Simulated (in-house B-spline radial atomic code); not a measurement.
**Os VIII (Os7+): [Xe] 4f14 5d1**

Computed with a B-spline radial code for spherical atoms: Dirac-Kohn-Sham CAM-B3LYP, spherical fractional occupations, exact exchange averaged over the configuration, Fermi nucleus of rms radius 5.4126 fm.

Screening seen three ways: the hydrogenic charge with the same mean radius, Z_r = [3n² - l(l+1)]/(2<r>), the one with the same energy, Z_e = n√(-2ε), and Slater's rules. Values are occupation-weighted means over j. An effective charge above Z reflects the relativistic contraction of the inner shells.

| shell | electrons | ε (eV) | <r> (bohr) | Z_r | Z_e | Slater |
| --- | --- | --- | --- | --- | --- | --- |
| 1s | 2 | -73961 | 0.01774 | 84.57 | 73.73 | 75.70 |
| 2s | 2 | -12986 | 0.07425 | 80.80 | 61.79 | 71.85 |
| 2p | 6 | -11413 | 0.06677 | 74.88 | 57.93 | 71.85 |
| 3s | 2 | -3111.7 | 0.1933 | 69.84 | 45.37 | 64.75 |
| 3p | 6 | -2641.6 | 0.1935 | 64.60 | 41.80 | 64.75 |
| 3d | 10 | -2073.3 | 0.1762 | 59.59 | 37.03 | 54.85 |
| 4s | 2 | -742.76 | 0.4317 | 55.59 | 29.55 | 48.25 |
| 4p | 6 | -586.28 | 0.4579 | 50.23 | 26.26 | 48.25 |
| 4d | 10 | -380.47 | 0.489 | 42.95 | 21.15 | 36.85 |
| 5s | 2 | -192.79 | 0.9862 | 38.02 | 18.82 | 18.35 |
| 4f | 14 | -156.28 | 0.5496 | 32.75 | 13.56 | 25.45 |
| 5p | 6 | -149.49 | 1.11 | 32.88 | 16.57 | 18.35 |
| 5d | 1 | -96.603 | 1.389 | 24.83 | 13.32 | 8.00 |

The least bound orbital is 5d5/2 at -95.9 eV, and it is also the most diffuse (<r> = 1.4 bohr).

Spin-orbit splittings of the orbital energies (j = l + 1/2 above j = l - 1/2 when positive): 2p 1532 eV, 3p 335.1 eV, 3d 72.47 eV, 4p 78.95 eV, 4d 14.68 eV, 4f 2.866 eV, 5p 13.76 eV, 5d 1.763 eV.

For the 1s electron the small component carries 8.26 % of the norm, the zero-frequency Breit interaction raises the level by 266.1 eV, self-energy by 167.8 eV, and vacuum polarisation lowers it by 32.71 eV.
